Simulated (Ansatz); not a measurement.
Saddle point of AlNH4Cl2O, closed shell (AlNH₂Cl₂ ([NH2][Al]([Cl])[Cl]) + H₂O → AlHCl₂O ([OH][Al]([Cl])[Cl]) + NH₃ (still joined by a long Al–N bond); bonds formed: N2–H5; dative contacts that become bonds: Al1–O6; bonds broken: H5–O6; bonds weakened to dative contacts: Al1–N2), PBE0-D4/def2-TZVP structure:

```
9
angstrom
Al -0.3476 -0.7813 0.0910
N -0.5724 1.0724 -0.0660
Cl -1.3046 -1.9727 -1.3440
Cl -0.2298 -1.4724 2.0791
H 0.8186 0.7169 -0.3330
O 1.3700 -0.2581 -0.4592
H -1.1092 1.4561 -0.8321
H -0.7675 1.6144 0.7647
H 2.1425 -0.3754 0.0995
```

Energies are electronic, without zero-point energy. Barriers and step energies count from the start structure reached by relaxing down the imaginary mode; all methods use the PBE0-D4 structures, on which another method's saddle can fall below an end. Program: Ansatz 0.2.0. Basis: def2-TZVPP, with def2-QZVPP for the basis limit. Cores are frozen in the correlated methods. B3LYP uses VWN-RPA correlation. Extrapolation: Hartree–Fock as exp(−7.88 √X), correlation as X^−2.97.

```
      method  barrier (eV)  step energy (eV)
       SPW92        -0.081            -0.907
      PBE-D4         0.057            -0.947
     BLYP-D4         0.128            -0.977
   r2SCAN-D4         0.111            -0.992
      B97M-V         0.242            -0.995
     PBE0-D4         0.137            -0.975
    B3LYP-D4         0.182            -0.998
  r2SCAN0-D4         0.171            -1.002
    BHLYP-D4         0.281            -1.030
CAM-B3LYP-D4             ?            -1.001
     wB97X-V         0.206            -0.996
     wB97M-V         0.222            -0.964
      B2PLYP         0.198            -1.003
    PBE-QIDH         0.188            -1.000
  RPA on PBE         0.204            -0.986
          HF             ?            -1.072
         MP2             ?            -0.998
        CCSD         0.271            -1.004
     CCSD(T)         0.224            -0.990
```

(1) Fill in the withheld barriers. (To be estimated.)

No T1 diagnostic of these runs exceeds 0.009.

## Answers

(1) Computed: MP2 0.185; HF 0.506; CAM-B3LYP-D4 0.185 eV. Each is the energy of the saddle less that of the start structure, by the same method.

For comparison, the barrier by CCSD(T) at an estimated basis limit (MP2 extrapolated from triple and quadruple zeta, plus CCSD(T) − MP2 in triple zeta) is 0.245 eV.

The step is the kind of ligand exchange by which a precursor binds to a hydroxyl group, or is hydrolysed, in atomic layer deposition of oxides.

Labels in which every atom is bracketed show which atoms are joined, not bond orders.

For scale, one of the runs: CCSD(T)/def2-TZVPP, 244 basis functions (an equivalent command: `ansatz run in.yaml --threads 4`). Hardware: 4 CPU threads, shared host. Wall time 2.3 min; peak host memory 4.6 GiB.
